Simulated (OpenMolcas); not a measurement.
Ni4+, Pd4+, Pt4+: d⁶ down the group

```
Program             : OpenMolcas 26.06
Method              : MS-CASPT2, IPEA 0.25 Eh, imaginary shift 0.1 Eh
Basis               : ANO-RCC-VTZP
Scalar Hamiltonian  : DKH2, point nucleus
Spin-orbit coupling : state interaction with AMFI integrals over the reference wave functions, term energies averaged over their components
```

Active space for each ion: 6 electrons in 5 orbitals (d); closed shells correlated by CASPT2: Ni4+ 3s 3p; Pd4+ 4s 4p; Pt4+ 5s 5p.

Computed levels in cm-1 above ⁵D₄:

```csv
Level,Ni4+,Pd4+,Pt4+
⁵D₃,857,2070,7730
⁵D₁,1815,3920,11180
⁵D₀,1997,4280,11290
³H₆,27750,20320,22580
³H₅,28140,20600,34960
³P₁(1),28890,25300,42390
³F₂(1),30350,23510,26860
³G₅,33920,25630,22030
³G₄,34680,27130,34180
weight of ⁵D in the lowest level (%),100,98,80
```

Mixed levels, with the weight of the term that names them: Pt4+ ⁵D₀ (74 %), Pt4+ ³H₅ (52 %), Pt4+ ³P₁(1) (68 %), Pt4+ ³F₂(1) (66 %), Pt4+ ³G₅ (52 %), Pt4+ ³G₄ (58 %).

Measured, with the error of the calculation in %. Measured levels: Ni4+ from Corliss and Sugar, J. Phys. Chem. Ref. Data 10, 197 (1981).

```
 Level          Ni4+
   ⁵D₃    890 (-3.7)
   ⁵D₁   1872 (-3.0)
   ⁵D₀   2058 (-3.0)
   ³H₆  27111 (+2.4)
   ³H₅  27578 (+2.0)
³P₁(1)  28698 (+0.7)
³F₂(1)  29899 (+1.5)
   ³G₅  33256 (+2.0)
   ³G₄  34062 (+1.8)
```

The fine-structure level ⁵D₀ changes by a factor of 5.65 from Ni4+ to Pt4+.

Without spin-orbit coupling ³H lies 27320, 19280, 17900 cm-1 above ⁵D in that order; the difference to the level ³H₆, of either sign, comes from spin-orbit coupling, which also lowers the zero.

CASPT2 breaks the degeneracy within a term, and the mean is taken; among the terms shown or strongly mixed into the levels shown the widest spread is 1400 cm-1 (5d⁶ ¹I, Pt4+). The CASPT2 spread within a term exceeds the gap to the next term for 5d⁶ ³D and 5d⁶ ¹I, 5d⁶ ¹I and 5d⁶ ¹G(1), so the order of their levels is uncertain (holds for Pt4+). Measured partners are found by configuration, term and J. A level has none where our copy of the source lacks it or the pairing is in doubt (some pairs that miss far off the trend of their configuration count as doubtful), and it then counts in no deviation. Levels of configurations outside the active space are missing.

A number in round brackets counts repeated terms of one configuration in the order of the reference energies.
